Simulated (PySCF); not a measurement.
C2HBF2S2.
Numbering: `[F:1][B:2]1[S:3][CH:4]=[C:5]([F:6])[S:7]1` (hydrogens: H8 on C4)

Computed by this run: PBE0-D3(BJ)/def2-SVP geometry optimisation, gas phase (PySCF 2.14.0); density fitting, grid level 1; the optimiser is geomeTRIC in internal coordinates, started from a GFN2-xTB structure with every atom displaced at random (about 0.01 Å).

Step 0: E = -29844.6109 eV
```
atom  x, y, z in Å  |  force x, y, z in eV/Å
F1     -2.6224    0.5095   -1.0419   -1.563   0.466  -0.613
B2     -1.4433    0.2823   -0.5787    1.296  -0.259   0.512
S3     -0.8001   -1.3829   -0.4223    0.949  -0.024   0.397
C4      0.7713   -0.8521    0.2582   -2.060  -0.583  -0.950
C5      0.9328    0.4539    0.3906    0.923   1.077   0.550
F6      2.0564    0.9749    0.8897   -0.425  -0.028  -0.198
S7     -0.3164    1.5974   -0.0376   -0.006   0.075  -0.022
H8      1.4826   -1.5983    0.5028    0.887  -0.724   0.323
```

Step 1: E = -29844.5729 eV
```
atom  x, y, z in Å  |  force x, y, z in eV/Å
F1     -2.7014    0.5243   -0.8841    0.453  -0.059  -0.286
B2     -1.4193    0.2819   -0.6269   -0.436   0.006   0.202
S3     -0.7227   -1.3802   -0.5422   -0.195  -0.056   0.357
C4      0.7193   -0.8650    0.3055    0.499  -0.114  -0.927
C5      0.9587    0.4571    0.3538   -0.202   0.031   0.767
F6      2.0145    0.9802    0.9554    0.042  -0.003  -0.267
S7     -0.2711    1.5978   -0.1531    0.025   0.076   0.017
H8      1.4829   -1.6114    0.5525   -0.185   0.118   0.137
```

Step 2: E = -29844.6643 eV
```
atom  x, y, z in Å  |  force x, y, z in eV/Å
F1     -2.6774    0.5293   -0.9647    0.197  -0.002  -0.151
B2     -1.4291    0.2774   -0.6008   -0.177   0.039   0.071
S3     -0.7550   -1.3919   -0.4794   -0.036   0.118   0.243
C4      0.7284   -0.8643    0.2814    0.412  -0.086  -0.484
C5      0.9563    0.4565    0.3828   -0.301   0.083   0.319
F6      2.0331    0.9936    0.9287    0.022  -0.147  -0.143
S7     -0.2850    1.5942   -0.1051   -0.063  -0.014   0.012
H8      1.4896   -1.6101    0.5179   -0.054   0.010   0.133
```

Task: Estimate the geometry and energy of step 3. (The exact step hangs on the optimiser's Hessian estimate; all steps are aligned on step 2, rigid shifts and turns removed.)

Result: E = -29844.6858 eV, largest force 0.619 eV/Å
```
atom  x, y, z in Å  |  force x, y, z in eV/Å
F1     -2.6435    0.5398   -1.0734   -0.131  -0.025  -0.002
B2     -1.4504    0.2834   -0.5736    0.157  -0.103   0.007
S3     -0.7772   -1.3809   -0.3869   -0.155  -0.186  -0.099
C4      0.7617   -0.8656    0.2564   -0.550   0.140  -0.247
C5      0.9244    0.4589    0.3998    0.343  -0.190   0.153
F6      2.0499    0.9486    0.8793    0.119   0.434   0.059
S7     -0.3331    1.6015   -0.0375    0.217  -0.085   0.083
H8      1.5288   -1.6010    0.4966    0.000   0.014   0.047
```

The energy changes by -0.0215 eV. The first-order estimate −F·Δx gives -0.1077 eV and the mean of the old and new forces, exact on a quadratic surface, -0.0219 eV. The step makes an angle of 54° with the force vector and moves no atom by more than 0.114 Å.

The cost below is that of the whole optimisation. The run took 38 s on Arm Neoverse V1, one thread, shared host with 32 logical CPUs at a one-minute load of 27, and the process peaked at 0.45 GiB of memory.
